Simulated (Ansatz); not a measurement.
A nudged elastic band was laid between two geometries of a periodic cell of 17 atoms, Al$_{16}$W (surface Al(110), adsorbate W).

These are results of DFT PBE, scalar-relativistic, plane waves, PAW in Ansatz, not measurements. Settings: PAW set soft_1, cutoff 420 eV, k mesh 2x3x1, gaussian smearing 0.15 eV, no spin polarisation.

```
movable images  : 5
climbing image  : yes
spring          : 5.0 eV/Å²
optimiser       : quadratic models (default)
start path      : IDPP
force threshold : 0.05 eV/Å
iteration limit : 33
end points      : relaxed
atoms held      : 1 to 4
```

First end point:

```xyz
17
Lattice="8.1000 0.0000 0.0000 0.0000 5.7276 0.0000 0.0000 0.0000 16.2957" Properties=species:S:1:pos:R:3
Al 2.025 1.432 1.000
Al 6.075 1.432 1.000
Al 2.025 4.296 1.000
Al 6.075 4.296 1.000
Al -0.064 0.047 2.373
Al 4.068 0.030 2.206
Al -0.001 2.945 2.403
Al 4.036 2.918 2.215
Al 2.248 1.768 3.745
Al 5.935 1.311 3.684
Al 2.058 4.609 3.722
Al 5.864 4.048 3.788
Al -0.297 -0.676 5.168
Al 4.163 0.020 5.128
Al -0.122 2.117 5.078
Al 2.045 3.376 6.213
W 1.806 0.508 5.906
```

Last end point:

```xyz
17
Lattice="8.1000 0.0000 0.0000 0.0000 5.7276 0.0000 0.0000 0.0000 16.2957" Properties=species:S:1:pos:R:3
Al 2.025 1.432 1.000
Al 6.075 1.432 1.000
Al 2.025 4.296 1.000
Al 6.075 4.296 1.000
Al -0.001 0.081 2.403
Al 4.036 0.054 2.215
Al -0.064 2.911 2.373
Al 4.068 2.894 2.206
Al 2.058 1.746 3.722
Al 5.864 1.184 3.788
Al 2.248 4.632 3.745
Al 5.935 4.175 3.684
Al -0.122 -0.747 5.078
Al 2.045 0.512 6.213
Al -0.297 2.188 5.168
Al 4.163 2.884 5.128
W 1.806 3.372 5.906
```

(1) What changes between the two ends?

(2) What energy profile does the band end with?

(3) What is the geometry of the highest image?

## Answers

(1) Contacts lost: Al10–Al14, Al12–Al14, Al15–Al16. Contacts made: Al10–Al16, Al12–Al16, Al13–Al14. The atom that moves furthest is W17, by 2.86 Å.

(2) It converged. The highest image is number 3 of 0 to 6, 0.64 eV above the ends, which have the same energy within 2 meV. The profile has 2 maxima (images 3, 5) with wells between them (image 4): this band takes more than one step, which may be the mechanism or a detour left from its start path. By the program's own check the climbing image is a first-order saddle point (lowest curvatures found: -0.95 and 0.54 eV/Å²). Limits of this set-up: coarse k mesh, thin slab, slab without dipole correction.

| image | path coordinate (Å) | energy (eV) | Al10–Al14 (Å) | Al12–Al14 (Å) | Al15–Al16 (Å) |
| --- | --- | --- | --- | --- | --- |
| 0 | 0.00 | 0.00 | 2.63 | 2.75 | 2.75 |
| 1 | 1.13 | 0.19 | 2.66 | 2.70 | 2.84 |
| 2 | 2.26 | 0.33 | 2.71 | 2.67 | 3.29 |
| 3 | 3.40 | 0.64 | 2.82 | 2.78 | 4.01 |
| 4 | 4.84 | 0.30 | 3.76 | 3.47 | 3.57 |
| 5 | 6.28 | 0.34 | 4.04 | 4.11 | 3.43 |
| 6 | 7.72 | 0.00 | 4.57 | 5.08 | 3.71 |

(3) 
```xyz
17
Lattice="8.1000 0.0000 0.0000 0.0000 5.7276 0.0000 0.0000 0.0000 16.2957" Properties=species:S:1:pos:R:3
Al 2.025 1.432 1.000
Al 6.075 1.432 1.000
Al 2.025 4.296 1.000
Al 6.075 4.296 1.000
Al 0.002 -0.031 2.287
Al 4.054 -0.013 2.289
Al -0.003 2.878 2.293
Al 4.049 2.894 2.290
Al 2.024 1.423 3.530
Al 6.080 1.433 3.769
Al 2.022 4.290 3.881
Al 6.073 4.297 3.888
Al 0.008 0.023 5.099
Al 4.037 0.019 5.102
Al 0.020 2.840 5.106
Al 4.035 2.830 5.097
W 2.024 1.421 5.968
```

Run time: 21 min on 1 thread of Arm Neoverse V1, on a shared host, peak memory 1 GiB.
